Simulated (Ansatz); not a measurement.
`[F][Ge]1([Cl])[CH]=[CH]1`, relaxed with RKS PBE0-D4/def2-TZVP in Ansatz 0.2.0 from a PBE-D4/def2-SVP geometry. The force threshold is 0.005 eV/Å; the program also tests the step.

The species carries charge 0 and has multiplicity 1.

Start:

```xyz
7

F     1.582   -0.489    1.728
Ge    0.730   -0.470    0.197
Cl    1.827   -1.817   -1.074
C    -0.321    1.000   -0.352
C    -1.105   -0.039    0.071
H    -0.520    2.016   -0.737
H    -2.193   -0.201    0.168
```

```json
{"step": "1", "energy (eV)": "-73850.0631", "largest force (eV/Å)": "0.596", "largest move (Å)": "0.000"}
{"step": "2", "energy (eV)": "-73850.1109", "largest force (eV/Å)": "0.247", "largest move (Å)": "0.036"}
{"step": "3", "energy (eV)": "-73850.1162", "largest force (eV/Å)": "0.029", "largest move (Å)": "0.017"}
{"step": "4", "energy (eV)": "-73850.1163", "largest force (eV/Å)": "0.005", "largest move (Å)": "0.002"}
```

End:

```xyz
7

F     1.566   -0.489    1.696
Ge    0.721   -0.465    0.193
Cl    1.807   -1.792   -1.050
C    -0.320    0.989   -0.347
C    -1.093   -0.035    0.071
H    -0.519    1.986   -0.726
H    -2.162   -0.192    0.163
```

It took 16 s on 4 threads of a server CPU on a shared host, with 0.58 GiB of host memory at the peak.
